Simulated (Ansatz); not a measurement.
System: GaP, charge 0, triplet. GaP (SMILES [P]=[Ga], triplet).
B3LYP-D3(BJ)/def2-TZVP minimum from Ansatz (a first-principles code):
```xyz
2

Ga     0.0000     0.0000    -0.8088
P      0.0000     0.0000     1.6715
```
Charge 0, spin multiplicity 3.

Property: atomisation energy (electronic, to ground-state atoms), in kcal/mol. Radicals and triplets start from unrestricted determinants; spin-orbit coupling is neglected. Correlated methods leave the cores frozen (noble-gas shells, and filled d and f shells in the p block). No relativity. CBS(X,Y): correlation extrapolated as X^-3, Hartree-Fock from the larger set. A bracket is a step between two methods taken in the basis named. Double hybrids freeze cores in their MP2 part. For partners of very few electrons the exact lower level stands in for a higher one.

CCSD(T)/CBS(def2-TZVPP,def2-QZVPP) + [CCSDT(Q) - CCSD(T)]/def2-QZVPP + [CCSDTQ - CCSDT(Q)]/def2-SVP (Ansatz) gives 47.5 kcal/mol.

How far off this value is PBE/def2-TZVPD (Ansatz), in which direction, and how far these levels: B3LYP/def2-TZVPD, PBE0/def2-TZVPD, wB97M-V/def2-TZVPD, B2PLYP/def2-TZVPD, CCSD(T)/CBS(def2-TZVPP,def2-QZVPP)?

PBE gives 53.5 kcal/mol, 6.0 kcal/mol above it. Differences of the others: B3LYP/def2-TZVPD (Ansatz) 2.5; PBE0/def2-TZVPD (Ansatz) 2.8; wB97M-V/def2-TZVPD (Ansatz) 2.2; B2PLYP/def2-TZVPD (Ansatz) 0.0; CCSD(T)/CBS(def2-TZVPP,def2-QZVPP) (Ansatz) -0.4 kcal/mol.
